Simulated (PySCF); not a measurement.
## From PBE0 to CCSD(T): MF along the second period

PBE0 and CCSD(T) in PySCF with x2c-TZVPPall on every atom, spin-free X2C, for the lowest determinant that a PBE0 search found; no spin–orbit coupling.

| molecule | state (unpaired electrons) | PBE0 Re (Å) | PBE0 ωe (cm⁻¹) | PBE0 De (eV) | CCSD(T) Re (Å) | CCSD(T) ωe (cm⁻¹) | CCSD(T) De (eV) |
| --- | --- | --- | --- | --- | --- | --- | --- |
| LiF | singlet (closed shell) | 1.565 | 922 | 5.61 | 1.572 | 912 | 5.64 |
| BeF | doublet (σ ↑) | 1.370 | 1236 | 5.91 | 1.375 | 1228 | 5.45 |
| OF | doublet (π ↑) | 1.331 | 1168 | 2.35 | ? | ? | ? |
| F2 | singlet (closed shell) | 1.376 | 1100 | 1.53 | 1.417 | 915 | 1.50 |

Q: Estimate the CCSD(T) values of OF by adding the mean shift from PBE0 to CCSD(T) of the other rows, and compare with the calculation.

A: The mean shifts are +1.8 pm, -68 cm⁻¹ and -0.15 eV, which give 1.349 Å, 1100 cm⁻¹ and 2.20 eV. CCSD(T)/x2c-TZVPPall gives Re = 1.356 Å, ωe = 1089 cm⁻¹, De = 2.05 eV.

Q: What are the mean differences of PBE0 from CCSD(T) over the whole series?

A: Re -2.0 pm, ωe +70 cm⁻¹, De +0.19 eV.

In a basis of this size CCSD(T) is itself not converged; it tends to give bonds that are too long and too weak.

Correlated steps freeze the inner cores (1 to 2 orbitals); shallow outer-core shells are correlated. Where the molecule has an RHF reference, its open-shell atoms are computed with UHF. States were picked by a PBE0 search and need not be the measured ground states.
